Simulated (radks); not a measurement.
Results of a calculation; reference values are marked as such.
Question: The vanadium ion V13+ is in [Ne]. Code: a radial shooting solver on a logarithmic mesh with Libxc functionals. Model: scalar-relativistic Kohn-Sham, PBEsol, spin-polarised, spherical densities, finite nucleus; Fermi nuclear charge, rms radius of each element as measured or else 0.836 A^(1/3) + 0.57 fm. Open shells are filled with parallel spins first. One electron is removed from 1s, 2s, 2p in turn, with full relaxation. Which removal costs least, and what does each cost?

Answer: 2p 897.83 eV; 2s 988.86 eV; 1s 5863.9 eV. The 2p electron leaves first.
